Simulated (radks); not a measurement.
Task: Valence configurations of Ag II (all share [Kr]). Calculated with a radial shooting solver on a logarithmic mesh with Libxc functionals: Dirac Kohn-Sham, PBEsol, spin-unpolarised, spherical densities, finite nucleus; open shells fill j = l - 1/2 first; Fermi nuclear charge, rms radius 4.5454 fm. Order these by energy: 4d8 5s0.5 5p1.5; 4d9.5 5s0.5; 4d10; 4d8 5p2; 4d9 5p1; 4d6 5s2 5p2; 4d9 5s1; 4d8.5 5s1 5p0.5; 4d9.5 5p0.5; 4d6.5 5s1 5p2.5.

Result: From the lowest, in eV above it: 4d10 0.000; 4d9.5 5s0.5 2.335; 4d9.5 5p0.5 4.892; 4d9 5s1 5.177; 4d9 5p1 10.557; 4d8.5 5s1 5p0.5 11.349; 4d8 5s0.5 5p1.5 21.323; 4d8 5p2 24.320; 4d6.5 5s1 5p2.5 44.865; 4d6 5s2 5p2 48.163. NIST lists [Kr] 4d10 as the ground configuration; this level of theory agrees among the configurations tried. The energies are those of spherical spin-averaged densities, not of single terms.
